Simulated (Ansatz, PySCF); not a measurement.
Caution: the highest occupied level lies above zero, so the state may not be bound. This singlet lies 1.42 eV below the relaxed triplet at the level frozen-core CCSD(T)/aug-cc-pVTZ // B3LYP-D3(BJ)/def2-SVPD (Ansatz, an electronic-structure program).

B3LYP has the VWN-RPA correlation part, as in Gaussian. 

Cartesian coordinates (Å):
SMILES: F[B-]S
```xyz
4

F      1.8217    -0.0979     0.2392
B      0.7477     0.2676    -0.5373
S     -0.8197    -0.2943     0.5902
H     -1.7497     0.1246    -0.2921
```
Charge -1, spin multiplicity 1.

What HOMO and total energy does B3LYP-D3(BJ)/def2-TZVPD // B3LYP-D3(BJ)/def2-SVPD run with PySCF give?


```
Quantity            Result
------------  ------------
HOMO               0.42 eV
total energy  -523.6219 Ha
```
